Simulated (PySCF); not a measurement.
Computed with PySCF 2.14.0 with PBE0-D4/def2-TZVP. Gas-phase values, no solvent. 

Reference species (SMILES): `[SnH4]` (neutral, multiplicity 1).

```
Quantity         Value
-------------  -------
HOMO–LUMO gap  9.85 eV
```

Changed species: `[F][SnH3]` (1 of 4 H replaced by F; the reference has 0 of 4 H replaced by F).

### Question
What does the change do to the HOMO–LUMO gap?

### Answer
the HOMO–LUMO gap falls by 1.29 eV, to 8.56 eV.
